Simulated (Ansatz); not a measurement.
**Two structures, one formula**

Two relaxed structures of Al2H3SO (charge -1), singlet (PBE0-D4/def2-TZVPD; forces vanish, vibrations not checked).

A:

| atom | x (Å) | y (Å) | z (Å) |
| --- | --- | --- | --- |
| O1 | -1.7255 | 1.0717 | -0.0812 |
| Al2 | -0.0278 | 0.6412 | -0.1381 |
| Al3 | 0.8572 | -1.5282 | 0.7684 |
| S4 | 0.5344 | -1.1545 | -1.4108 |
| H5 | -1.8732 | 2.0143 | -0.0033 |
| H6 | 0.8613 | 1.9878 | -0.2620 |
| H7 | 1.3736 | -3.0322 | 1.1269 |

B:

O1  (-1.549, 1.570, -0.818)
Al2  (-0.794, 0.807, 0.593)
Al3  (1.083, -2.133, 0.923)
S4  (0.121, -1.063, -0.641)
H5  (-2.003, 2.379, -0.573)
H6  (1.134, -1.724, 2.466)
H7  (1.854, -3.503, 0.585)
(Å)

Program: Ansatz 0.2.0. Basis: def2-TZVPPD. Cores are frozen in the correlated methods. B3LYP uses VWN-RPA correlation.

Question: Which structure is lower at CCSD(T), and by how much? (To be estimated.)

Answer: Computed: A, by 6.80 kcal/mol (electronic energy, against the other). By their contacts, A is Al₂H₃SO ([OH][AlH]1[AlH][S]1), total charge -1 and B is Al₂H₃SO ([OH][Al][S][AlH2]), total charge -1.

All methods give the same order:

```
   method  E(B) − E(A) (kcal/mol)
   PBE-D4                    7.70
r2SCAN-D4                   10.14
  PBE0-D4                    8.76
 B3LYP-D4                    4.46
  wB97M-V                    5.15
       HF                    4.08
      MP2                    7.19
     CCSD                    6.36
  CCSD(T)                    6.80
```

No T1 diagnostic of these runs exceeds 0.017. The restricted Hartree–Fock reference is unstable towards an unrestricted one at one or more of these structures.

Labels in which every atom is bracketed show which atoms are joined, not bond orders.

For scale, one of the runs: CCSD(T)/def2-TZVPPD, 238 basis functions, launched by `ansatz run in.yaml --threads 2 --pin off --events-out ev --progress --plain --max-ram 4352MiB`. Hardware: 2 CPU threads of an Intel Xeon 6975P-C, shared host. Wall time 3.1 min; peak host memory 1.7 GiB.
